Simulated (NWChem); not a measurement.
Program: NWChem. System: C3H5NOSi, charge 1, spin multiplicity 2, at the geometry of a parent with another charge or spin, in a state set for the comparison that need not be this species' ground state. Its SCF solution wasn't tested for a lower state.

Job file:

```
start mol
memory heap 200 mb stack 800 mb global 1000 mb
charge 1
geometry units angstroms nocenter noautoz
  N     -2.298094    -2.309052     0.000000
  C     -1.729372    -1.299859     0.000000
  C     -0.981971    -0.060092     0.000000
  Si     0.898698    -0.321062     0.000000
  C      1.625348     1.470690     0.000000
  O      0.884064     2.423006     0.000000
  H     -1.245201     0.545206     0.882908
  H     -1.245201     0.545206    -0.882908
  H      1.349463    -1.053493    -1.219080
  H      1.349463    -1.053493     1.219080
  H      2.739821     1.626326     0.000000
  symmetry group Cs
end
basis spherical
  * library def2-svp
end
dft
  xc xpbe96 cpbe96
  odft
  mult 2
  semidirect memsize 60000000 filesize 0
  iterations 100
end
task dft energy
```

The output up to the point where the run's verdict is printed (cleaned and shortened):

```
             Northwest Computational Chemistry Package (NWChem) 7.3.0
             --------------------------------------------------------

                                NWChem Input Module
                                -------------------

 Scaling coordinates for geometry "geometry" by  1.889725989
 (inverse scale =  0.529177249)

 Turning off AUTOSYM since
 SYMMETRY directive was detected!

                             Geometry "geometry" -> ""
                             -------------------------

 Output coordinates in angstroms (scale by  1.889725989 to convert to a.u.)

  No.       Tag          Charge          X              Y              Z
 ---- ---------------- ---------- -------------- -------------- --------------
    1 N                    7.0000    -2.29809400    -2.30905200     0.00000000
    2 C                    6.0000    -1.72937200    -1.29985900     0.00000000
    3 C                    6.0000    -0.98197100    -0.06009200     0.00000000
    4 Si                  14.0000     0.89869800    -0.32106200     0.00000000
    5 C                    6.0000     1.62534800     1.47069000     0.00000000
    6 O                    8.0000     0.88406400     2.42300600     0.00000000
    7 H                    1.0000    -1.24520100     0.54520600     0.88290800
    8 H                    1.0000    -1.24520100     0.54520600    -0.88290800
    9 H                    1.0000     1.34946300    -1.05349300    -1.21908000
   10 H                    1.0000     1.34946300    -1.05349300     1.21908000
   11 H                    1.0000     2.73982100     1.62632600     0.00000000

 Effective nuclear repulsion energy (a.u.)     247.0651459902

            Nuclear Dipole moment (a.u.)
            ----------------------------
        X                 Y               Z
 ---------------- ---------------- ----------------
     0.0000018897     0.0000037795     0.0000000000

      Symmetry information
      --------------------

 Group name             Cs
 Group number              2
 Group order               2
 No. of unique centers     9

      Symmetry unique atoms
[...]
 d= 0,ls=0.5,diis    75   -535.5660299764 -3.10D-05  3.71D-05  2.15D-05   102.0
                                                     1.23D-05  3.07D-05
 d= 0,ls=0.5,diis    76   -535.5660498390 -1.99D-05  3.52D-05  1.62D-05   103.3
                                                     1.43D-05  2.00D-05
 d= 0,ls=0.5,diis    77   -535.5660586105 -8.77D-06  3.10D-05  1.98D-05   104.3
                                                     1.10D-05  3.12D-05
 d= 0,ls=0.5,diis    78   -535.5660720603 -1.34D-05  2.83D-05  1.93D-05   105.4
                                                     9.14D-06  2.21D-05
 d= 0,ls=0.5,diis    79   -535.5660825640 -1.05D-05  2.60D-05  1.99D-05   106.5
                                                     6.47D-06  1.83D-05
 d= 0,ls=0.5,diis    80   -535.5660938227 -1.13D-05  2.45D-05  1.62D-05   107.6
                                                     4.46D-06  1.29D-05
 d= 0,ls=0.5,diis    81   -535.5661030687 -9.25D-06  2.32D-05  1.36D-05   108.7
                                                     4.51D-06  1.01D-05
 d= 0,ls=0.5,diis    82   -535.5661109395 -7.87D-06  2.20D-05  1.15D-05   110.0
                                                     3.44D-06  8.86D-06
 d= 0,ls=0.5,diis    83   -535.5661180998 -7.16D-06  2.12D-05  9.81D-06   111.0
                                                     4.25D-06  6.94D-06
 d= 0,ls=0.5,diis    84   -535.5661242894 -6.19D-06  2.03D-05  8.42D-06   112.1
                                                     5.10D-06  6.41D-06
 d= 0,ls=0.5,diis    85   -535.5661291605 -4.87D-06  1.95D-05  8.27D-06   113.2
                                                     6.21D-06  6.79D-06
 d= 0,ls=0.5,diis    86   -535.5661332434 -4.08D-06  1.85D-05  8.50D-06   114.3
                                                     4.76D-06  8.07D-06
 d= 0,ls=0.5,diis    87   -535.5661375183 -4.27D-06  1.78D-05  8.01D-06   115.4
                                                     4.39D-06  7.86D-06
 d= 0,ls=0.5,diis    88   -535.5661416337 -4.12D-06  1.75D-05  7.07D-06   116.6
                                                     6.60D-06  7.22D-06
 d= 0,ls=0.5,diis    89   -535.5661445867 -2.95D-06  1.66D-05  7.22D-06   117.8
                                                     3.99D-06  9.09D-06
 d= 0,ls=0.5,diis    90   -535.5661480996 -3.51D-06  1.63D-05  6.81D-06   118.9
                                                     4.79D-06  7.81D-06
 d= 0,ls=0.5,diis    91   -535.5661508832 -2.78D-06  1.57D-05  6.62D-06   120.1
                                                     5.00D-06  8.29D-06
 d= 0,ls=0.5,diis    92   -535.5661536398 -2.76D-06  1.69D-05  6.20D-06   121.2
                                                     6.89D-06  8.71D-06
 d= 0,ls=0.5,diis    93   -535.5661569277 -3.29D-06  1.56D-05  4.42D-06   122.4
                                                     3.96D-06  8.15D-06
 d= 0,ls=0.5,diis    94   -535.5661605149 -3.59D-06  1.40D-05  2.89D-06   123.6
                                                     2.83D-06  5.37D-06
 d= 0,ls=0.5,diis    95   -535.5661635215 -3.01D-06  1.34D-05  2.23D-06   124.8
                                                     4.46D-06  3.15D-06
 d= 0,ls=0.5,diis    96   -535.5661649974 -1.48D-06  1.27D-05  2.71D-06   125.9
                                                     5.03D-06  4.21D-06
 d= 0,ls=0.5,diis    97   -535.5661658884 -8.91D-07  1.14D-05  3.69D-06   127.1
                                                     3.05D-06  5.38D-06
 d= 0,ls=0.5,diis    98   -535.5661672934 -1.41D-06  1.07D-05  3.87D-06   128.2
                                                     2.31D-06  4.81D-06
 d= 0,ls=0.5,diis    99   -535.5661688633 -1.57D-06  1.03D-05  3.53D-06   129.3
                                                     2.35D-06  4.08D-06
 d= 0,ls=0.5,diis   100   -535.5661703043 -1.44D-06  9.75D-06  3.03D-06   130.4
                                                     2.36D-06  3.70D-06
```

The run did not converge; its last values are not results. The next line reads: Calculation failed to converge. NWChem stopped with the message: dft energy failed.
